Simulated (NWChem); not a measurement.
System: InH, singlet; SMILES [InH]

Results from NWChem. Low-valent species are run as closed-shell singlets; no triplet was tried in these runs. The geometry was optimised at PBE0-D3(BJ)/def2-TZVP. def2 effective core potentials on In; no spin-orbit coupling. Static field.

```tsv
level	basis functions	isotropic polarisability (bohr³)	anisotropy (bohr³)	relative time
B3LYP/def2-SVP	31	39.1	16.4	1
B3LYP/def2-SVPD	40	50.6	20.1	1
B3LYP/def2-TZVP	56	44.6	16.5	3
B3LYP/def2-TZVPD	65	51.4	20.9	4
```

Times are rough ratios from one shared machine.
